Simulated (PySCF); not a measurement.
BH₈NSi₂ (calculated)

Computed with PySCF 2.14.0. Calculation on a computer-drawn molecule: the log of a Hartree-Fock and frozen-core CCSD(T) single point meant for a local Hartree-Fock minimum, with one planted fault or none, to be diagnosed. Offsets are logged minus clean, where the clean run is the same molecule without the fault. The reference is restricted for singlets and unrestricted otherwise, and also for a bond in bohr or an excited solution. Adding or removing an electron swaps singlet and doublet. The excited solution moves the top pair (singlet) or top alpha electron (doublet) to the lowest empty orbital. Highest occupied and lowest empty are orbital energies over both spins, largest force is the largest gradient component, triples share is (T) over the correlation energy, the T1 limit is 0.02 restricted and 0.045 unrestricted, electrons count all cores, a negative frequency is imaginary (commonest isotopes), and the dipole is about the centre of nuclear charge.

BH₈NSi₂

Logged structure:
```xyz
12
BH8NSi2
B     -2.0191    -0.4255    -0.7058
Si    -1.2050    -1.4901     0.8207
N      0.1001    -2.4923     0.2627
Si    -0.3501    -0.0622     2.5076
H     -1.7217    -0.6021    -1.8563
H     -2.8452     0.4159    -0.4758
H     -2.3378    -2.2442     1.4448
H     -0.0415    -3.0343    -0.5708
H      0.6075    -3.0416     0.9324
H      0.5830     0.9422     1.9375
H      0.3908    -0.8486     3.5282
H     -1.4549     0.6609     3.1861
```

- meant charge: 0
- meant multiplicity: 1
- meant basis: cc-pV(D+d)Z
- logged electrons: 47
- logged basis functions: 114
- logged SCF converged: yes
- logged spin squared: 0.7735
- logged highest occupied: -15.443 eV
- logged lowest empty: -7.9308 eV
- logged largest force: 0.0677 hartree/bohr
- logged dipole magnitude: 0.66688 debye
- logged SCF stable within its kind: yes
- logged energy HF: -661.32038 hartree
- possible faults: no fault, one electron removed, one electron added, multiplicity raised by two, geometry at a saddle point, SCF held on an excited solution, minimal basis STO-3G, one bond length entered in bohr, all coordinates scaled
- planted fault: withheld

Drawn bonds:
| atom | other atom | order |
| --- | --- | --- |
| 1 | 2 | 1 |
| 2 | 3 | 1 |
| 2 | 4 | 1 |
| 1 | 5 | 1 |
| 1 | 6 | 1 |
| 2 | 7 | 1 |
| 3 | 8 | 1 |
| 3 | 9 | 1 |
| 4 | 10 | 1 |
| 4 | 11 | 1 |
| 4 | 12 | 1 |

Notes: coupled-cluster numbers left out as unreliable.

## Withheld values
1. Which fault was planted in the run of BH₈NSi₂?

## Answers
1. one electron removed

Further results for BH₈NSi₂:

* HF energy offset from clean run: 208.7 kcal/mol
